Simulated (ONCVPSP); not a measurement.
# What the settings do to the ONCV potential of strontium (Sr)

Base potential:

ONCVPSP 4.0.1 input, shortened (lines: element, Z, core and valence counts, functional; n l f; lmax; l rc ep ncon nbas qcut; lloc lpopt rc5 dvloc0; l nproj debl; icmod fcfact rcfact), BLYP, scalar-relativistic:

```
  Sr 38.00    6    3  -106131      upf
    1    0    2.00
    2    0    2.00
    2    1    6.00
    3    0    2.00
    3    1    6.00
    3    2   10.00
    4    0    2.00
    4    1    6.00
    5    0    2.00
    2
    0    2.20    0.00    4    7    5.30
    1    2.15    0.00    4    8    8.20
    2    2.15    0.05    4    7    4.60
    2    5    2.15    0.00
    0    2    2.40
    1    2    0.30
    2    0    2.00
    0    0.00    0.00
```

In the p channel the program set the typed energies aside and used -0.828, 0.250 Ha.

Cutoffs, loose and tight: the cutoffs (Ha) at which the residual kinetic energy of the hardest occupied pseudo-wave falls to 1 and 0.1 mHa per electron. They do not see the model core or the augmentation charge, which bear on the density cutoff. Test errors are all-electron minus pseudo excitation energies from the reference, over the configurations 4s2 4p6 5s1; 4s2 4p6 5s0; 4s2 4p6 5s1.5; 4s2 4p6 5s0 5p1. A dash means not determined; rows that change the core or the reference have their own tests.

2 further variants are left out, since the program set their typed debl aside.

```csv
change,outcome,"cutoff, loose","cutoff, tight",bound ghosts,GHOST(+) flags above zero,largest test error (meV)
base,"generated, projector energies reset by the program",13 Ha,19 Ha,none,s,-1.6
p: debl 0.85,generated,13 Ha,19 Ha,none,s,-1.7
p: debl 4.4,generated,13 Ha,19 Ha,none,s,-14
```

(1) What comes out with this change to the base: p: debl 1.3?

(2) What comes out with this change to the base: p: debl 2.05?

(3) What comes out with this change to the base: p: debl 3.35?

Answers

(1) outcome: generated; cutoff, loose: 13 Ha; cutoff, tight: 19 Ha; bound ghosts: none; GHOST(+) flags above zero: s, p; largest test error (meV): +4.3.

(2) outcome: generated; cutoff, loose: 13 Ha; cutoff, tight: 19 Ha; bound ghosts: none; GHOST(+) flags above zero: s, p; largest test error (meV): -7.9.

(3) outcome: generated; cutoff, loose: 13 Ha; cutoff, tight: 19 Ha; bound ghosts: none; GHOST(+) flags above zero: s; largest test error (meV): -11.

Reading the sweep of the debl of the p channel (base included, trends over the rows without a ghost): The loose cutoff stays near 13 Ha. The median size of the test errors (rows with all tests solved) stays near 1.1 meV.
